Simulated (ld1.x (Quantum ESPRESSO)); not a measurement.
# Transferability test, RRKJ potential for silver (Ag)

```json
{"Element": "silver", "Generator": "ld1.x (Quantum ESPRESSO) 7.5", "Type": "norm-conserving RRKJ (Kleinman–Bylander form)", "Functional": "LDA (PZ)", "Relativity": "fully relativistic", "Frozen core": "[Kr]", "Valence charge": "11", "Reference configuration": "4d10 5s1 5p0", "Partial waves": "5p (bound, empty): rc 3.65 bohr; 4d (bound): rc 1.70 bohr; 5s (bound): rc 2.45 bohr", "Local potential": "the s channel", "Core correction": "Bessel-smoothed model core inside 1.55 bohr", "rho0": "0.001"}
```

Open shells are filled in proportion to 2j + 1 (rel_dist='average').

Energies are relative to the spin-unpolarised reference configuration 4d10 5s1 5p0; without spin polarisation the order of configurations can differ from experiment.

(1) Give the all-electron excitation energy and the error of the potential for: 4d10 5s0 5p0; 4d9 5s0 5p0; 4d8 5s0 5p0; 4d9 5s2 5p0; 4d9 5s1 5p0; 4d10 5s0 5p1; 4d10 5s0.5 5p0.

Answers

(1)

| valence configuration | charge | ΔE all-electron (eV) | error AE − PS (meV) |
| --- | --- | --- | --- |
| 4d10 5s0 5p0 | +1 | 8.104 | -10 |
| 4d9 5s0 5p0 | +2 | 30.489 | -127 |
| 4d8 5s0 5p0 | +3 | 66.920 | -666 |
| 4d9 5s2 5p0 | 0 | 3.962 | -132 |
| 4d9 5s1 5p0 | +1 | 13.381 | -111 |
| 4d10 5s0 5p1 | 0 | 4.017 | -2.8 |
| 4d10 5s0.5 5p0 | +0.5 | 3.187 | -1.9 |
